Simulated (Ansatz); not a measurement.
C4H11S, charge +1, singlet, at a GFN2-xTB geometry, atoms displaced at random by about 0.03 Å a coordinate; HF/STO-3G, gradient in Ansatz (a program for electronic structure).

The Ansatz input:
Ansatz 0.2 input:
```yaml
crystal:
  periodic: [false, false, false]
  atoms:
    - {symbol: C, position_ang: [-0.48987804, 1.22590533, 1.08974192]}
    - {symbol: C, position_ang: [-0.39045384, -0.05492335, 0.26463936]}
    - {symbol: C, position_ang: [-0.19676635, -1.31901356, 1.07689095]}
    - {symbol: C, position_ang: [-1.53651317, -0.21481037, -0.69103556]}
    - {symbol: S, position_ang: [1.21511028, 0.05027235, -0.87224960]}
    - {symbol: H, position_ang: [-1.36111461, 1.12669049, 1.67446689]}
    - {symbol: H, position_ang: [-0.55388439, 2.11300551, 0.45028843]}
    - {symbol: H, position_ang: [0.33225514, 1.34140464, 1.78126002]}
    - {symbol: H, position_ang: [-0.05545172, -2.12176120, 0.46183577]}
    - {symbol: H, position_ang: [-1.03705084, -1.46516336, 1.66776915]}
    - {symbol: H, position_ang: [0.67619380, -1.17969025, 1.76216509]}
    - {symbol: H, position_ang: [-1.33757476, -1.01604301, -1.46267183]}
    - {symbol: H, position_ang: [-1.62099294, 0.70693917, -1.36711825]}
    - {symbol: H, position_ang: [-2.47693602, -0.35722963, -0.18643417]}
    - {symbol: H, position_ang: [1.01936579, 1.31866458, -1.29537821]}
    - {symbol: H, position_ang: [2.03880137, 0.51215646, 0.11248136]}
basis:
  gaussian:
    orbitals: STO-3G
hamiltonian:
  xc: hf
total_charge: 1
output: {forces: true}
```

Question: Predict the main parts of the log of this Ansatz run.

Answer: 
```
Functional definition: HF
538 factors; integrals over basis functions are off by at most 3.2e-5 eV
mean field evaluation 1: about -14937.9435 eV, gradient 1.5e1 eV
mean field evaluation 2: about -14938.2506 eV, gradient 1.5e1 eV
mean field evaluation 4: about -14939.2421 eV, gradient 9.9e-1 eV
mean field evaluation 8: about -14939.2470 eV, gradient 1.4e-5 eV
mean field -14939.24699089 eV, -549.0072007298 hartree, gradient 5.9e-5 eV, S^2 0.000000; 0 other end points of the search recorded, 0 dependent functions left out
the calculation of the forces begins
reference -14939.24699089 eV, -549.0072007298 hartree; 25, 25 occupied and 15, 15 virtual orbitals, 538 factors
Total energy: -14939.24699089 eV, -549.0072007298 hartree
Atom 0 at    -0.489878     1.225905     1.089742 Å, force     1.331140     0.754409    -0.708704 eV/Å
Atom 1 at    -0.390454    -0.054923     0.264639 Å, force     1.374774    -0.048437    -0.680002 eV/Å
Atom 2 at    -0.196766    -1.319014     1.076891 Å, force     3.229695     2.893047     2.506691 eV/Å
Atom 3 at    -1.536513    -0.214810    -0.691036 Å, force    -0.299748     1.373369    -5.594526 eV/Å
Atom 4 at     1.215110     0.050272    -0.872250 Å, force    -0.449084     1.414384     1.676507 eV/Å
Atom 5 at    -1.361115     1.126690     1.674467 Å, force    -1.533991     0.123271     0.786808 eV/Å
Atom 6 at    -0.553884     2.113006     0.450288 Å, force    -0.172441    -0.340330     0.348438 eV/Å
Atom 7 at     0.332255     1.341405     1.781260 Å, force     0.354957    -0.023340     0.051889 eV/Å
Atom 8 at    -0.055452    -2.121761     0.461836 Å, force     0.512896    -2.895638    -1.955818 eV/Å
Atom 9 at    -1.037051    -1.465163     1.667769 Å, force    -2.122080    -0.420828     1.383867 eV/Å
Atom 10 at     0.676194    -1.179690     1.762165 Å, force    -1.069555    -0.556920    -0.836276 eV/Å
Atom 11 at    -1.337575    -1.016043    -1.462672 Å, force    -0.572773     0.605449     1.851882 eV/Å
Atom 12 at    -1.620993     0.706939    -1.367118 Å, force    -0.153547    -1.519488     1.820137 eV/Å
Atom 13 at    -2.476936    -0.357230    -0.186434 Å, force    -0.255809    -0.270089     0.316101 eV/Å
Atom 14 at     1.019366     1.318665    -1.295378 Å, force    -0.065687    -0.394879    -0.418527 eV/Å
Atom 15 at     2.038801     0.512156     0.112481 Å, force    -0.108747    -0.693980    -0.548467 eV/Å
Dipole moment:     0.518451     0.349724    -0.177949 e Å
```
